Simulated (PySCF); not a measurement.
## Dipole moment and polarisability of `C=Cc1scc(C)c1Cl`

Compound: C7H7ClS.
Geometry (GFN2-xTB, Å), atoms numbered from 1 in this order:
```xyz
16
C7H7ClS angstrom
C     -3.3395   -0.3512   -0.3642
C     -2.2056   -0.6603    0.2568
C     -0.9185   -0.1159   -0.0783
S     -0.6991    1.0342   -1.3642
C      0.9921    1.1170   -1.0691
C      1.3953    0.3172   -0.0463
C      2.7948    0.1732    0.4459
C      0.2922   -0.3823    0.5114
Cl     0.4811   -1.4760    1.8259
H     -3.3559    0.3499   -1.1824
H     -4.2790   -0.7866   -0.0754
H     -2.1987   -1.3654    1.0775
H      1.5959    1.7605   -1.6772
H      3.4687    0.7967   -0.1345
H      2.8548    0.4633    1.4941
H      3.1137   -0.8655    0.3688
```

Level: PBE0/def2-SVPD (PySCF), static field, nuclei fixed, core orbitals frozen in the response. The polarisability tensor in these axes (au):

```
x   158.33   5.15  14.38
y     5.15  93.84 -26.10
z    14.38 -26.10 104.02
```

Problem. What are the eigenvalues, a third of the trace, and Δα (Δα² = ½Σ(αi − αj)² over the three pairs)?

Solution. Principal values 70.35, 123.90 and 161.93 au; mean 118.73 au = 17.59 Å³ = 19.58 × 10⁻⁴⁰ C²·m²/J; Δα = 79.69 au (67 % of the mean).

Problem. What is the dipole moment, and where does it point?

Solution. (0.72, 0.64, -0.57) D, 1.12 D in size, pointing from the negative to the positive side. Measured along this direction, the outermost atoms are H11 at the negative end and H13 at the positive end.

Problem. Form Σ f/ω² (atomic units) for the 8 lowest TDDFT singlets, given as eV and f, and set it beside the mean polarisability, which is this sum over all singlets: 4.42, 0.2648; 4.81, 0.1056; 5.29, 0.0000; 5.82, 0.0001; 6.00, 0.0052; 6.19, 0.0089; 6.19, 0.0381; 6.44, 0.0003.

Solution. They add up to 14.43 au, 12.2 % of the 118.73 au; the largest single term is 10.03 au, from the state at 4.42 eV. Terms in order: 10.03, 3.38, 0.00, 0.00, 0.11, 0.17, 0.74, 0.00 au. Higher excitations give the rest. The strengths listed sum to 0.423.

Problem. Estimate the molar refractivity from the static electronic polarisability.

Solution. Lorentz–Lorenz: R = (4π/3)N_A α = 2.5225 cm³/(mol·Å³) × 17.59 Å³ = 44.4 cm³/mol, in the limit of long wavelengths.

Problem. Traceless (Buckingham) quadrupole moment about the centre of nuclear charge: eigenvalues?

Solution. -8.46, -1.50, 9.96 D·Å. The values depend on the origin, since the dipole doesn't vanish. The electronic extent ⟨r²⟩ about the same centre is 1652 bohr², a root-mean-square distance of 2.38 Å for the 82 electrons.

Problem. What would n − 1 = 2πNα be for an ideal gas of these molecules at 500 K and 1 atm, electronic part alone?

Solution. N = p/kT = 1.4678 × 10¹⁹ cm⁻³, so n − 1 = 2π × N × 17.59 × 10⁻²⁴ cm³ = 1623 × 10⁻⁶ at long wavelengths, for an ideal gas.

Isolated species at its GFN2-xTB geometry (one conformer only).

These values come from a run that also computed excited states. On one thread, Arm Neoverse N1, on a shared host, this took 95 s of wall time.
